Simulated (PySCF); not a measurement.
Isomers C5H8ClNSi2:

A. SMILES Cl[SiH2][SiH2]c1ccccn1
B. `[SiH3][SiH2]c1ccc(Cl)cn1`
C. SMILES [C@@H]1(C#C/C=N\[H])[SiH2][C@@H]1[SiH2]Cl

Spectrum 1. ¹³C{¹H} NMR (computed): δ 165.0 (C), 154.6 (CH), 143.8 (C), 140.5 (CH), 137.1 (CH).

Spectrum 2. ¹³C{¹H} NMR (computed): δ 169.8 (C), 154.8 (CH), 140.4 (CH), 136.6 (CH), 128.8 (CH).

Spectrum 3. ¹³C{¹H} NMR (computed): δ 156.4 (CH), 104.3 (C), 82.8 (C), 5.9 (CH), 3.1 (CH).

Theory: shieldings: GIAO PBE0/pcSseg-1, structure optimised with GFN2-xTB, in PySCF 2.14 (relativity neglected, no solvent model, one conformer, averaged over atoms made equivalent by symmetry, fast rotation or ring inversion).

Referencing at the same level of theory: ¹³C against TMS. Shifts are as computed. Against solution values, carbons near 30 ppm lie about +3 ppm off and those near 130 ppm about +5 ppm; carbons on Cl a further +6 ppm. Of 1309 compounds with measured shifts, 239 miss one by over three times the rms of a fit or turn the order of signals round; such compounds aren't used in these exercises. Carbons bonded to Cl come out too deshielded.

Task: Which spectrum belongs to which compound?

Result: 1–B, 2–A, 3–C.

- Spectrum 1 (B): 5 ¹³C signals; δC 154.6 is an aromatic CH next to a ring nitrogen; δC 137.1 is an aromatic CH.
- Spectrum 2 (A): 5 ¹³C signals; δC 154.8 is an aromatic CH next to a ring nitrogen; δC 136.6 is an aromatic CH.
- Spectrum 3 (C): 5 ¹³C signals; δC 104.3 is an alkyne carbon; δC 82.8 is an alkyne carbon.
